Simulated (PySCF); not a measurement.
$^{17}$O chemical shifts

Theoretical values (PySCF 2.14): GFN2-xTB geometry, shielding tensors at PBE0/pcSseg-1 (GIAO). No solvent model, one conformer, equivalent nuclei averaged, non-relativistic.

Shieldings were converted by a linear fit to measured shifts: $^{17}$O: δ = 266.70 − 0.911σ (rms 10.7 ppm, 155 shifts, 12.2 ppm with the 3 outliers that the fit left out vs liquid water, solution or neat liquid). A few per cent of atoms miss by over 2 rms, more outside the fitted compound classes.

(1) Give the $^{17}$O shifts of `C[SiH2][Si@](O)([SiH3])[SiH2]N`.

(2) Match the shifts 634.2, 378.8, 64.5, -21.1 ppm to `O=CC#C[C@]([SiH3])(Cl)C[SiH3]`, `[SiH3]CO[Si]1(Cl)C=CC=C1`, `C=C[C@@H]1[C@H]([SiH3])C[C@@]1(F)C(=O)F`, `Oc1cccs1`.

## Answers

(1) 
```json
{"compound": "C[SiH2][Si@](O)([SiH3])[SiH2]N", "environment": "oxygen bonded to Si, H", "δ (ppm)": "-50.0"}
```

(2) 634.2: O=CC#C[C@]([SiH3])(Cl)C[SiH3] (aldehyde oxygen); 378.8: C=C[C@@H]1[C@H]([SiH3])C[C@@]1(F)C(=O)F (carbonyl oxygen); 64.5: Oc1cccs1 (phenol-type oxygen); -21.1: [SiH3]CO[Si]1(Cl)C=CC=C1 (oxygen bonded to C, Si).
